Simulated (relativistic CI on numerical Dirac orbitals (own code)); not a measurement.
d1 to d9 in one octahedral field

Computed with a parametric ligand-field model without spin-orbit coupling, by exact diagonalisation: B = 550, C = 2380, 10Dq = 9500 cm⁻¹ (Oh; |10Dq|/B = 17.3) for every shell. Energies in cm⁻¹; the field energy is (0.6 n_e − 0.4 n_t2) × 10Dq of the ground term; g labels are left out.

| Shell | Ground term | Electrons in e | Field energy | First spin-allowed bands | Lowest term of other spin |
| --- | --- | --- | --- | --- | --- |
| d1 | 2T2 | 0.000 | -3800 | 2E 9500 |  |
| d2 | 3T1 | 0.045 | -7171 | 3T2 8568, 3T1 15886 | 1T2 8389 |
| d3 | 4A2 | 0.000 | -11400 | 4T2 9500, 4T1 14367 | 2E 11041 |
| d4 | 5E | 1.000 | -5700 | 5T2 9500 | 3T1 4522 |
| d5 | 6A1 | 2.000 | 0 | none | 4T1 9744 |
| d6 | 5T2 | 2.000 | -3800 | 5E 9500 | 1A1 1036 |
| d7 | 4T1 | 2.045 | -7171 | 4T2 8568, 4T1 15886 | 2E 1790 |
| d8 | 3A2 | 2.000 | -11400 | 3T2 9500, 3T1 14367 | 1E 8976 |
| d9 | 2E | 3.000 | -5700 | 2T2 9500 |  |

Every shell keeps the spin of the free ion. Only d4 to d7 can choose; the field needed to pair spins is smallest for d6 and largest for d5, which loses most exchange energy. In the strong-field picture 10Dq must exceed about 6B + 5C = 15200 (d4), 7.5B + 5C = 16025 (d5), 2.5B + 4C = 10895 (d6) and 4B + 4C = 11720 (d7); mixing of terms shifts these bounds somewhat. High-spin d^(n+5) repeats the spin-allowed bands of d^n, since the half-filled shell is spherical.
